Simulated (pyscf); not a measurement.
**H₂N–Ga(OH)–F (SMILES [NH2][Ga]([OH])[F]), singlet**

Gas-phase minimum from PySCF at ωB97X-D3(BJ)/def2-SVP, one conformer. 

SMILES: [F][Ga]([NH2])[OH]
```xyz
7

N      1.3059    -0.7887    -0.2560
Ga     0.1245     0.1101     0.7454
O      0.5416     0.9317     2.2595
F     -1.5465     0.2141     0.2143
H      2.2739    -0.9168     0.0090
H      1.0515    -1.2903    -1.0970
H     -0.2041     1.3797     2.6739
```

Bonds (Å): N1–Ga2 1.791, N1–H5 1.012, N1–H6 1.012, Ga2–O3 1.772, Ga2–F4 1.756, O3–H7 0.964. Bond angles (°): Ga2–N1–H5 123.2, Ga2–N1–H6 123.2, H5–N1–H6 113.3, N1–Ga2–O3 123.7, N1–Ga2–F4 119.2, O3–Ga2–F4 117.0, Ga2–O3–H7 113.6.

Properties at ωB97X-D3(BJ)/def2-SVP:

```
Property                                                                                                                                                                                           Result
---------------------------------------------------------------------------------------------------------------------  ----------------------------------------------------------------------------------
Harmonic wavenumbers, unscaled                                                                                         111, 164, 189, 214, 311, 365, 680, 728, 750, 781, 836, 1522, 3648, 3758, 3919 cm⁻¹
Zero-point energy                                                                                                                                                                           25.7 kcal/mol
Rotational symmetry number                                                                                                                                                                              1
Entropy of this conformer at 298 K and 1 atm, rigid rotor and harmonic oscillator, modes under 100 cm⁻¹ raised to 100                                                                     333.0 J/(mol K)
Dipole moment                                                                                                                                                                                      1.40 D
```

Single-point totals, which compare only within one level (frozen core for MP2 and CC):

```tsv
level	total energy (hartree)
ωB97X-D3(BJ)/def2-TZVP	-2156.67695
PBE/def2-TZVP	-2156.14848
r²SCAN/def2-TZVP	-2156.56432
B3LYP-D3(BJ)/def2-TZVP	-2156.73892
PBE0-D3(BJ)/def2-TZVP	-2156.19062
M06-2X/def2-TZVP	-2156.59824
ωB97M-D3(BJ)/def2-TZVP	-2156.75477
HF/def2-TZVPP	-2153.95603
MP2/def2-TZVPP	-2154.89048
CCSD/def2-TZVPP	-2154.88980
CCSD(T)/def2-TZVPP	-2154.92318
```

Soft torsions are taken as harmonic, which can shift the entropy by several J/(mol K). The CCSD(T) − MP2 part came from Ansatz, without density fitting, on the same reference. The frozen core leaves the outer d or s,p core shells of the metals and heavy elements correlated in the MP2 and CC values, and def2-TZVPP describes them poorly, so these totals are far from the basis limit. Elements up to Kr have no core potential and no relativistic terms here.
